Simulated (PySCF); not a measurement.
Identify the unknown among the candidates.

All candidates are C5H4ClF.

| technique | computed result |
| --- | --- |
| Dipole | 1.76 D [CAM-B3LYP/def2-SVPD] |
| Polarisability | 74.7 au [CAM-B3LYP/def2-SVPD] |
| 1H NMR | chemical shifts (computed TMS as zero) by class: 4.47 (2 H), 3.84 (1 H), 3.67 (1 H) ppm [GIAO PBE0/pcSseg-1] |
| UV, first state | lowest singlet excitation: 5.30 eV (234 nm, f = 0.031) [TDDFT CAM-B3LYP/def2-SVPD] |
| NMR, other nuclei | isotropic shieldings of nuclei other than C and H, by class: 295 (1 F), 840 (1 Cl) ppm [GIAO PBE0/pcSseg-1] |
| 13C NMR | chemical shifts (computed TMS as zero) by class: 162.1 (1 C), 129.9 (1 C), 118.0 (1 C), 61.0 (1 C), 44.3 (1 C) ppm [GIAO PBE0/pcSseg-1] |
| Rotational structure | rotational constants A, B, C: 3.760, 1.251, 0.944 GHz [GFN2-xTB] |
| Triplet | lowest triplet excitation (Tamm–Dancoff): 3.88 eV [TDA CAM-B3LYP/def2-SVPD] |

The electronic properties come from PySCF, for the isolated species, density fitting. Levels stand in brackets. Geometry: GFN2-xTB, one conformer, isolated molecule. NMR classes are plain means over equivalent atoms (diastereotopic ones count apart unless rotation or inversion swaps them), as if these changed places fast.

Question: Which candidate is it?
A. `C=C(Cl)C#CCF`
B. `C=C1C(F)=C1CCl`
C. `FC1=C[C@H](Cl)C=C1`

Answer: B. It is `C=C1C(F)=C1CCl`. Numbering: `[CH2:1]=[C:2]1[C:3]([F:4])=[C:5]1[CH2:6][Cl:7]`. Its formula, C5H4ClF, gives 3 degrees of unsaturation: 1 ring and 2 π bonds in the structure found. 5 carbons fall into 5 classes; from least to most shielded: vinylic C–F carbon [C3] (162.1 ppm), fully substituted alkene carbon [C2] (129.9 ppm), fully substituted alkene carbon [C5] (118.0 ppm), terminal =CH2 carbon [C1] (61.0 ppm), sp3 C–Cl carbon [C6] (44.3 ppm). Hydrogen classes from least to most shielded: 2 H on an sp3 C–Cl carbon, C6 (4.47 ppm), 1 H on a terminal =CH2 carbon, C1 (3.84 ppm), 1 H on a terminal =CH2 carbon, C1 (3.67 ppm). The other shieldings belong to: 295 ppm, vinyl fluorine [F4]; 840 ppm, alkyl chlorine [Cl7]. By its constants the optimised geometry is an asymmetric top.

The others, at the same levels:
- `FC1=C[C@H](Cl)C=C1` fails: its computed 13C shifts are 174.9 (1 C), 149.3 (1 C), 136.1 (1 C), 118.7 (1 C), 61.9 (1 C) ppm, 1H shifts are 6.56 (1 H), 6.50 (1 H), 5.77 (1 H), 4.96 (1 H) ppm and rotational constant A is 5.338 GHz (against 3.760 GHz).
- `C=C(Cl)C#CCF` fails: its computed lowest triplet excitation (Tamm–Dancoff) is 3.39 eV (against 3.88 eV), static isotropic polarisability is 78.1 au (against 74.7 au) and rotational constant A is 5.585 GHz (against 3.760 GHz).

Each candidate is one conformer, not necessarily the lowest. Dipoles, sizes and rotational constants follow the conformer. The torsions of the flexible species, by atom-mapped SMILES:
- `[CH2:1]=[C:2]1[C:3]([F:4])=[C:5]1[CH2:6][Cl:7]`: C3–C5–C6–Cl7 -2°
